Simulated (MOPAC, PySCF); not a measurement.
C3H5N, SMILES `[C-]#[N+]CC`, neutral singlet in the gas phase. 

Cartesian coordinates (Å):
SMILES: [C-]#[N+]CC
```xyz
9

C      2.3984     0.9687     0.0127
N      1.4638     0.2774     0.0871
C      0.2999    -0.5404     0.1712
C     -0.9725     0.2623    -0.0762
H      0.2826    -0.9991     1.1615
H      0.4002    -1.3436    -0.5611
H     -1.0754     1.0578     0.6614
H     -0.9573     0.7117    -1.0689
H     -1.8397    -0.3950    -0.0040
```
Charge 0, multiplicity 1.

All levels are single points at this geometry (B3LYP-D3(BJ)/def2-TZVP); Pople sets use spherical d functions. Orbital energies aren't observables, and empty levels follow the basis.

| level | HOMO (eV) | LUMO (eV) | gap (eV) | dipole (D) | vertical IE, Delta-SCF (eV) |
|---|---|---|---|---|---|
| B3LYP-D3(BJ)/def2-TZVP in PySCF | -8.36 | 0.29 | 8.65 | 4.01 | 11.21 |
| PBE-D3(BJ)/def2-TZVP in PySCF | -6.97 | -0.41 | 6.56 | 4.10 | – |
| B3LYP/6-311+G** in PySCF | -8.39 | -0.26 | 8.13 | 4.05 | – |
| BP86/6-31G* in PySCF | -6.59 | 0.12 | 6.72 | 3.84 | – |
| SVWN5/6-31G* in PySCF | -6.42 | 0.04 | 6.46 | 3.93 | – |
| AM1 in MOPAC | -11.84 | 2.09 | 13.93 | 3.06 | – |
